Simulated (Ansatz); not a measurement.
Relaxation of Cl3F4HMo (9 atoms, charge 0, multiplicity 1), to a largest force component of 0.03 eV/Å in at most 50 steps.

These are results of RHF/def2-SVP (Ansatz 0.2.0), not measurements.

```xyz
9
Properties=species:S:1:pos:R:3:forces:R:3
Mo 0.108 -0.373 -0.256 -0.62 -4.55 -1.42
Cl 0.386 0.281 3.181 0.67 0.98 -0.94
F 1.844 -0.491 0.262 0.04 0.01 0.00
Cl 0.230 2.993 -0.327 0.03 0.00 0.01
F -1.604 -0.142 0.299 0.12 0.00 -0.06
F -0.101 -2.209 -0.608 0.00 0.02 0.01
Cl 0.233 0.354 -2.446 -0.03 0.01 -0.01
F 0.315 1.450 0.347 0.36 4.59 1.08
H 0.958 1.145 2.360 -0.56 -1.06 1.33
```

Q: Where does it end, and by what steps?

A: It converged. The force dipped under the threshold on the way, but the program's further checks kept it going. After 21 steps the energy has fallen by 1.111 eV; H9 moved furthest, 1.78 Å. Joined: Mo1–Cl2 (3.51 → 2.98 Å).

```tsv
step	energy less start (eV)	largest force component (eV/Å)	accepted
0	0.0000	4.586	yes
1	-0.6095	2.416	yes
2	-0.8444	1.093	yes
3	-0.9029	0.826	yes
4	-0.9545	0.479	yes
5	-0.9816	0.477	yes
6	-1.0215	0.495	yes
7	-1.0576	0.342	yes
8	-1.0732	0.712	yes
9	-1.0861	0.308	yes
10	-1.0743	1.328	no
11	-1.0976	0.163	yes
12	-1.1037	0.110	yes
13	-1.0968	0.811	no
14	-1.1064	0.137	yes
15	-1.1089	0.046	yes
16	-1.1101	0.018	yes
17	-1.1077	0.390	no
18	-1.1104	0.092	yes
19	-1.1103	0.105	no
20	-1.1107	0.035	yes
21	-1.1108	0.015	yes
```

```xyz
9
Properties=species:S:1:pos:R:3
Mo 0.125 -0.168 -0.072
Cl 0.128 -0.181 2.904
F 1.867 0.144 0.349
Cl 0.014 3.388 -1.260
F -1.618 0.180 0.268
F 0.172 -2.028 0.108
Cl 0.165 -0.099 -2.387
F 0.149 2.240 -0.101
H 1.368 -0.467 3.004
```

Whether the end is a true minimum wasn't checked by a vibrational analysis.

Run time: 88 s on 4 threads of Intel(R) Xeon(R) Platinum 8259CL CPU @ 2.50GHz (Skylake/Cascade Lake), on a shared host, peak memory 0.54 GiB.
